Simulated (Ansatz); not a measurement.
Relaxation of Cl2GaH3 (6 atoms, charge 0, multiplicity 1), to a largest force component of 0.03 eV/Å in at most 50 steps.

Theory: Ansatz 0.2.0, RKS PBE-D4/def2-SVP.

```xyz
6
Properties=species:S:1:pos:R:3
Ga -0.029 0.247 -0.046
H 0.080 0.282 1.525
Cl 1.840 0.378 -1.124
H -1.372 0.129 -0.836
Cl 0.432 -2.817 1.426
H 0.383 -1.532 1.829
```

Where does it end, and by what steps?

The forces met the threshold. The force dipped under the threshold on the way, but the program's further checks kept it going. After 27 steps the energy has fallen by 0.351 eV; H6 moved furthest, 1.25 Å. Joined: Ga1–Cl5 (3.43 → 2.67 Å).

```tsv
step	energy less start (eV)	largest force component (eV/Å)	accepted
0	0.0000	1.033	yes
1	-0.0540	0.798	yes
2	-0.0745	0.954	yes
3	-0.0897	0.395	yes
4	-0.1162	0.440	yes
5	-0.1392	0.462	yes
6	-0.1560	0.579	yes
7	-0.1072	0.803	no
8	-0.1762	0.204	yes
9	-0.1817	0.158	yes
10	-0.1855	0.181	yes
11	-0.1861	0.150	yes
12	-0.1864	0.379	yes
13	-0.1902	0.216	yes
14	-0.1967	0.022	yes
15	-0.1985	0.174	yes
16	-0.1810	1.007	no
17	-0.2003	0.124	yes
18	-0.2081	0.089	yes
19	-0.2109	0.689	yes
20	-0.2455	0.193	yes
21	-0.2782	0.284	yes
22	-0.3077	0.702	yes
23	-0.3370	0.317	yes
24	-0.3153	0.373	no
25	-0.3502	0.052	yes
26	-0.3507	0.039	yes
27	-0.3509	0.005	yes
```

```xyz
6
Properties=species:S:1:pos:R:3
Ga -0.208 0.154 0.215
H -0.307 1.134 1.432
Cl 1.936 -0.333 -0.311
H -1.197 -0.228 -0.938
Cl -0.021 -2.185 1.498
H 1.129 -1.854 0.878
```

Whether the end is a true minimum wasn't checked by a vibrational analysis.

Time of the run: 63 s on 1 thread of Arm Neoverse V1, with other jobs on the host, peak memory 0.12 GiB.
